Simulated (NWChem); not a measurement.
System: C2H3ClF2Si; SMILES C(F)(=C)[Si@@H](F)Cl

Input file for NWChem:

```
start job
memory heap 200 mb stack 900 mb global 1100 mb
geometry units angstroms noautoz
  C     -0.659502    -2.112755     0.822656
  C      0.126809    -1.339992     0.075830
  F      1.339306    -1.762194    -0.316318
  Si    -0.333507     0.370366    -0.522641
  F     -1.824814     0.651334     0.039242
  Cl     0.943172     1.766428     0.262923
  H     -1.641691    -1.746814     1.126266
  H     -0.339654    -3.109027     1.141367
  H     -0.337441     0.505757    -1.995667
end
basis spherical
  C library 6-31g*
  F library 6-31g*
  Si library 6-31g*
  Cl library 6-31g*
  H library 6-31g*
end
dft
  xc becke88 perdew86
  iterations 150
  mulliken
end
task dft energy
```

NWChem printed, in part:

```
             Northwest Computational Chemistry Package (NWChem) 7.3.0
             --------------------------------------------------------

 C1  symmetry detected

                             Geometry "geometry" -> ""
                             -------------------------

 Output coordinates in angstroms (scale by  1.889725989 to convert to a.u.)

  No.       Tag          Charge          X              Y              Z
 ---- ---------------- ---------- -------------- -------------- --------------
    1 C                    6.0000    -0.61139368    -2.16590421     0.73702395
    2 C                    6.0000     0.16212481    -1.33788491     0.03755995
    3 F                    9.0000     1.40420621    -1.69439861    -0.32619180
    4 Si                  14.0000    -0.35622516     0.36679406    -0.52880194
    5 F                    9.0000    -1.87561558     0.56502113    -0.00840703
    6 Cl                  17.0000     0.83062496     1.79508712     0.33570653
    7 H                    1.0000    -1.61819157    -1.85280494     1.01829595
    8 H                    1.0000    -0.25688251    -3.15571404     1.03874514
    9 H                    1.0000    -0.32010049     0.54405307    -1.99693887

 Effective nuclear repulsion energy (a.u.)     360.9323512134

  perdew86 is a nonlocal functional; adding perdew81 local functional.

                                 NWChem DFT Module
                                 -----------------

 Summary of "ao basis" -> "ao basis" (spherical)
 ------------------------------------------------------------------------------
       Tag                 Description            Shells   Functions and Types
 ---------------- ------------------------------  ------  ---------------------
 C                           6-31g*                  6       14   3s2p1d
 F                           6-31g*                  6       14   3s2p1d
 Si                          6-31g*                  8       18   4s3p1d
 Cl                          6-31g*                  8       18   4s3p1d
 H                           6-31g*                  2        2   2s

            General Information
            -------------------
          SCF calculation type: DFT
          Wavefunction type:  closed shell.
          No. of atoms     :     9
          No. of electrons :    64
           Alpha electrons :    32
            Beta electrons :    32
          Charge           :     0
          Spin multiplicity:     1
          Use of symmetry is: off; symmetry adaption is: off
          Maximum number of iterations: 150
          AO basis - number of functions:    98
                     number of shells:    46
          Convergence on energy requested:  1.00D-06
          Convergence on density requested:  1.00D-05
          Convergence on gradient requested:  5.00D-04

              XC Information
              --------------
                    Becke 1988 Exchange Functional  1.000
                Perdew 1981 Correlation Functional  1.000 local
                Perdew 1986 Correlation Functional  1.000 non-local

             Grid Information
             ----------------
          Grid used for XC integration:  medium
          Radial quadrature: Mura-Knowles
          Angular quadrature: Lebedev.
          Tag              B.-S. Rad. Rad. Pts. Rad. Cut. Ang. Pts.
          ---              ---------- --------- --------- ---------
          C                   0.70       49          11.0       434
          F                   0.50       49          10.0       434
          Si                  1.10       88          10.0       590
          Cl                  1.00       88          12.0       590
          H                   0.35       45          12.0       434
          Grid pruning is: on
          Number of quadrature shells:   507
          Spatial weights used:  Erf1

      Superposition of Atomic Density Guess
      -------------------------------------

 Sum of atomic energies:       -1023.82776020

      Non-variational initial energy
      ------------------------------

 Total energy =   -1025.796195
 1-e energy   =   -2135.756842
 2-e energy   =     749.028297
 HOMO         =      -0.294558
 LUMO         =       0.021517

     ---------------------------------------------
      Total Density - Mulliken Population Analysis
     ---------------------------------------------

    Atom       Charge   Shell Charges
 -----------   ------   -------------------------------------------------------
    1 C    6     6.62   2.00  0.74  2.01  0.63  1.21  0.03
    2 C    6     5.55   2.00  0.70  1.62  0.54  0.63  0.06
    3 F    9     9.45   2.00  0.94  3.38  1.01  2.10  0.01
    4 Si  14    12.78   2.00  2.00  5.97  0.87  1.26  0.21  0.27  0.20
    5 F    9     9.61   2.00  0.95  3.47  1.00  2.19  0.01
    6 Cl  17    17.41   2.00  2.00  5.98  1.37  3.71  0.56  1.77  0.01
    7 H    1     0.75   0.45  0.30
    8 H    1     0.77   0.46  0.31
    9 H    1     1.06   0.47  0.60

   convergence    iter        energy       DeltaE   RMS-Dens  Diis-err
 ---------------- ----- ----------------- --------- --------- ---------
 d= 0,ls=0.0,diis     1  -1027.3641237555 -1.39D+03  1.98D-02  1.10D+00
 d= 0,ls=0.0,diis     2  -1027.1043494493  2.60D-01  1.24D-02  3.90D+00
 d= 0,ls=0.0,diis     3  -1027.4799271716 -3.76D-01  3.44D-03  7.88D-02
 d= 0,ls=0.0,diis     4  -1027.4803074428 -3.80D-04  2.05D-03  6.45D-02
 d= 0,ls=0.0,diis     5  -1027.4882317061 -7.92D-03  5.97D-04  4.80D-03
  Resetting Diis
 d= 0,ls=0.0,diis     6  -1027.4887191629 -4.87D-04  1.98D-04  4.44D-04
 d= 0,ls=0.0,diis     7  -1027.4887834756 -6.43D-05  8.83D-05  2.78D-05
 d= 0,ls=0.0,diis     8  -1027.4887760193  7.46D-06  5.95D-05  1.04D-04
 d= 0,ls=0.0,diis     9  -1027.4887862328 -1.02D-05  1.24D-05  1.62D-06
 d= 0,ls=0.0,diis    10  -1027.4887864196 -1.87D-07  3.54D-06  2.90D-07

         Total DFT energy =    -1027.488786419589
      One electron energy =    -2138.358836872128
           Coulomb energy =      832.139458028811
    Exchange-Corr. energy =      -82.201758789639
 Nuclear repulsion energy =      360.932351213367

 Numeric. integr. density =       64.000002780354

                       DFT Final Molecular Orbital Analysis
                       ------------------------------------

 Vector   30  Occ=2.000000D+00  E=-3.055342D-01
              MO Center=  6.6D-01,  1.6D+00,  2.7D-01, r^2= 1.9D+00
   Bfn.  Coefficient  Atom+Function         Bfn.  Coefficient  Atom+Function
  ----- ------------  ---------------      ----- ------------  ---------------
    81      0.538371  6 Cl px                83     -0.370757  6 Cl pz
    85      0.288891  6 Cl px                82     -0.245492  6 Cl py
    77     -0.210981  6 Cl px                87     -0.190858  6 Cl pz
    79      0.145413  6 Cl pz                63      0.126715  5 F  px
    86     -0.124462  6 Cl py                78      0.096398  6 Cl py

 Vector   31  Occ=2.000000D+00  E=-2.823744D-01
              MO Center=  4.0D-01,  1.3D-01, -1.3D-01, r^2= 4.3D+00
   Bfn.  Coefficient  Atom+Function         Bfn.  Coefficient  Atom+Function
  ----- ------------  ---------------      ----- ------------  ---------------
    83      0.346893  6 Cl pz                82     -0.307267  6 Cl py
    18     -0.257949  2 C  py                32      0.257761  3 F  py
    20     -0.238132  2 C  s                 98      0.204911  9 H  s
    87      0.192288  6 Cl pz                50      0.188954  4 Si py
    36      0.181552  3 F  py                86     -0.157653  6 Cl py

 Vector   32  Occ=2.000000D+00  E=-2.468581D-01
              MO Center= -1.5D-02, -1.7D+00,  3.0D-01, r^2= 2.1D+00
   Bfn.  Coefficient  Atom+Function         Bfn.  Coefficient  Atom+Function
  ----- ------------  ---------------      ----- ------------  ---------------
     5      0.342874  1 C  pz                19      0.293444  2 C  pz
    33     -0.268570  3 F  pz                 9      0.257723  1 C  pz
    37     -0.204295  3 F  pz                 4      0.154067  1 C  py
    23      0.152102  2 C  pz                 3      0.143728  1 C  px
    18      0.136348  2 C  py                32     -0.124134  3 F  py

 Vector   33  Occ=0.000000D+00  E=-5.903225D-02
              MO Center= -2.1D-01, -1.2D+00,  2.2D-01, r^2= 3.3D+00
   Bfn.  Coefficient  Atom+Function         Bfn.  Coefficient  Atom+Function
  ----- ------------  ---------------      ----- ------------  ---------------
     9      0.456631  1 C  pz                 5      0.348523  1 C  pz
    23     -0.340866  2 C  pz                19     -0.309175  2 C  pz
    54     -0.264670  4 Si py                84      0.242561  6 Cl s
    51     -0.195254  4 Si pz                 8      0.186320  1 C  py
    22     -0.181179  2 C  py                50     -0.179716  4 Si py

 Vector   34  Occ=0.000000D+00  E=-2.220740D-02
              MO Center= -1.4D-01,  2.4D-02, -5.0D-01, r^2= 4.0D+00
   Bfn.  Coefficient  Atom+Function         Bfn.  Coefficient  Atom+Function
  ----- ------------  ---------------      ----- ------------  ---------------
    53      0.763152  4 Si px                49      0.480541  4 Si px
    66      0.390379  5 F  s                 96     -0.285274  8 H  s
     6      0.254146  1 C  s                 84     -0.251237  6 Cl s
    34     -0.221268  3 F  s                 52      0.215082  4 Si s
    20     -0.203395  2 C  s                 86      0.196389  6 Cl py

 Vector   35  Occ=0.000000D+00  E= 1.289717D-02
              MO Center= -1.1D-01,  6.8D-01, -3.4D-01, r^2= 4.2D+00
   Bfn.  Coefficient  Atom+Function         Bfn.  Coefficient  Atom+Function
  ----- ------------  ---------------      ----- ------------  ---------------
    52      0.838581  4 Si s                 48      0.614403  4 Si s
    84     -0.569640  6 Cl s                 54      0.555364  4 Si py
    98     -0.554245  9 H  s                 50      0.388346  4 Si py
    85      0.376499  6 Cl px                86      0.344101  6 Cl py
    23     -0.274101  2 C  pz                87      0.242927  6 Cl pz

     ---------------------------------------------
      Total Density - Mulliken Population Analysis
     ---------------------------------------------

    Atom       Charge   Shell Charges
 -----------   ------   -------------------------------------------------------
    1 C    6     6.41   2.00  0.69  2.07  0.61  1.02  0.03
    2 C    6     5.77   2.00  0.69  1.97  0.49  0.57  0.06
    3 F    9     9.26   2.00  0.94  3.30  1.03  1.98  0.02
    4 Si  14    13.33   2.00  1.99  5.96  0.99  1.71  0.12  0.25  0.31
    5 F    9     9.34   2.00  0.93  3.30  1.03  2.07  0.01
    6 Cl  17    17.21   2.00  2.00  5.97  1.41  3.64  0.54  1.63  0.02
    7 H    1     0.81   0.52  0.29
    8 H    1     0.82   0.52  0.30
    9 H    1     1.05   0.51  0.55

     -------------------------------------------
      Total Density - Lowdin Population Analysis
     -------------------------------------------

    Atom       Charge   Shell Charges
 -----------   ------   -------------------------------------------------------
    1 C    6     6.29   1.99  0.56  1.88  0.44  1.36  0.06
    2 C    6     6.07   1.99  0.54  1.77  0.42  1.19  0.16
    3 F    9     9.07   1.99  0.93  3.17  0.81  2.14  0.04
    4 Si  14    13.49   2.00  1.97  5.88  0.66  1.52  0.33  0.69  0.44
    5 F    9     9.24   1.99  0.93  3.17  0.86  2.27  0.02
    6 Cl  17    17.13   2.00  1.99  5.91  1.18  3.37  0.64  2.01  0.02
    7 H    1     0.84   0.48  0.36
    8 H    1     0.85   0.48  0.37
    9 H    1     1.03   0.50  0.53

     Multipole analysis of the density
     ---------------------------------

     L   x y z        total         alpha         beta         nuclear
     -   - - -        -----         -----         ----         -------
     0   0 0 0     -0.000000    -32.000000    -32.000000     64.000000

     1   1 0 0     -0.245247     -0.122624     -0.122624     -0.000000
     1   0 1 0     -0.524617     -0.262309     -0.262309      0.000000
     1   0 0 1     -0.157215     -0.078607     -0.078607     -0.000000

     2   2 0 0    -36.749775   -139.970643   -139.970643    243.191512
     2   1 1 0      1.097778     -4.532110     -4.532110     10.161999
     2   1 0 1     -0.199471      0.874085      0.874085     -1.947640
     2   0 2 0    -34.455235   -263.540467   -263.540467    492.625699
     2   0 1 1     -1.729625      5.687931      5.687931    -13.105488
     2   0 0 2    -34.218048    -45.963832    -45.963832     57.709617
```

Level: BP86/6-31G* (spherical d). The geometry was optimised at PBE0/def2-SVP.
